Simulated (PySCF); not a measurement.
Compound: Ag(PF3)H (singlet state).
Bonds: Ag1–P2, P2–F3, P2–F4, P2–F5. Hydrogens: H6 on Ag1.

Method used: PySCF, PBE0-D3(BJ)/def2-SVP geometry optimisation, gas phase, def2 core potentials past Kr.

(1) Give the optimised bond lengths and angles.

## Answers

(1) 
| bond | length (pm) |
| --- | --- |
| Ag1–P2 | 237.7 |
| Ag1–H6 | 164.4 |
| P2–F3, P2–F4, P2–F5 | 157.7 |

Bonds in one row agree within 1 pm and their mean is given. A selection of angles:
| angle | degrees |
| --- | --- |
| P2–Ag1–H6 | 179.3 |
| Ag1–P2–F3 | 119.2 |
| Ag1–P2–F4 | 117.7 |
| F3–P2–F4 | 99.3 |

P2 (phosphorus bonded to Ag and 3 F) is distorted tetrahedral (angles from 98.9° to 119.2°). All 3 F–P bonds measure 1.577 to 1.578 Å.

Whether it is a minimum is left open (no frequencies).

Time: 18 s. Hardware: one thread, Arm Neoverse V1, no GPU, on a shared host. That covers the optimisation of the geometry.
